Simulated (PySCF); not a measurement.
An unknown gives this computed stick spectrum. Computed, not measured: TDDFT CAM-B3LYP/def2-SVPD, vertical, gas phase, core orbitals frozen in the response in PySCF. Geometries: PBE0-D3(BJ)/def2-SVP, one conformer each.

```
state  E (eV)       f   main configurations (H = HOMO, L = LUMO)
   S1    5.01  0.0000                      H→L (80%), H→L+1 (8%)
   S2    5.34  0.0020                   H-1→L (47%), H→L+2 (44%)
   S3    5.45  0.0005                              H-1→L+2 (90%)
   S4    6.46   0.040        H→L+1 (64%), H→L+4 (13%), H→L (10%)
   S5    6.54   0.026  H-1→L+1 (59%), H-1→L (15%), H-1→L+4 (12%)
   S6    7.21   0.010      H→L+3 (37%), H→L+4 (29%), H→L+5 (15%)
   S7    7.29   0.482  H-1→L+4 (26%), H-1→L+1 (23%), H→L+2 (16%)
   S8    7.31   0.460    H-1→L+3 (32%), H→L+2 (20%), H-1→L (19%)
   S9    7.69  0.0000      H→L+3 (44%), H→L+4 (20%), H→L+5 (19%)
  S10    7.81   0.011      H→L+5 (44%), H→L+4 (19%), H→L+7 (17%)
```

Question: Which candidate is it?
A. `C(=C)[SiH2]N`
B. `CCN=C=S`
C. `C/C=N\[SiH3]`

Answer: B. Its S1 lies at 5.01 eV; the nearest of the others has S1 at 4.20 eV. S1 is HOMO→LUMO (80%), HOMO→LUMO+1 (8%). Löwdin shares by element: HOMO sulfur 58%, nitrogen 18%, carbon 17% or more; LUMO (one of a set within 0.03 eV) carbon 34% or more, sulfur 34%, nitrogen 23%. At the same level the other candidates give, for their lowest levels:
- `C/C=N\[SiH3]`: 4.20 eV (f 0.001); 6.41 eV (f 0.007); 7.14 eV (f 0.094); 7.38 eV (f 0.001); 7.50 eV (f 0.036); T1 3.66 eV; HOMO -8.28, LUMO 0.52 eV
- `C=C[SiH2]N`: 6.11 eV (f 0.013); 6.73 eV (f 0.016); 7.09 eV (f 0.244); 7.30 eV (f 0.151); 7.60 eV (f 0.048); T1 4.22 eV; HOMO -8.78, LUMO 0.59 eV

The values belong to the conformer `[CH3:1][CH2:2][N:3]=[C:4]=[S:5]`: C1–C2–N3–C4 -1°.
Triplets come from the Tamm–Dancoff approximation.
